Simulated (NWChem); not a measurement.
System: AlH2Se2Cl; SMILES [Cl][Al]([SeH])[SeH]

Input file for NWChem:

```
start job
memory heap 200 mb stack 900 mb global 1100 mb
geometry units angstroms noautosym nocenter noautoz
  Al     0.000000     0.000000     0.405998
  Cl     0.000000     0.000000     2.505990
  Se    -2.056974    -0.006264    -0.636148
  H     -1.451360    -0.004566    -1.978652
  Se     2.056974     0.006264    -0.636148
  H      1.451360     0.004566    -1.978652
end
basis spherical
  * library pcsseg-1
end
dft
  xc bhlyp
  iterations 150
end
property
  shielding 4 1 2 3 4
end
task dft property
```

Structure relaxed at the PBE0/def2-SVP level.

GIAO values for the isolated, static molecule; σ is the absolute isotropic shielding, δ = σ(reference) − σ with the isolated reference molecule computed at the same levels (1H: tetramethylsilane). Spin-orbit effects, on the heavy nuclei and on their neighbours, are missing.

Atoms are numbered as in the input.

### Question
What results follow from this input? (BHandHLYP/pcSseg-1, GIAO.) Quantities: σ Al1 (ppm); σ Cl2 (ppm); σ Se3 (ppm); δ H4 (ppm).

### Answer
```yaml
"σ Al1 (ppm)": 342.0
"σ Cl2 (ppm)": 913.7
"σ Se3 (ppm)": 2122.1
"δ H4 (ppm)": 0.42
```
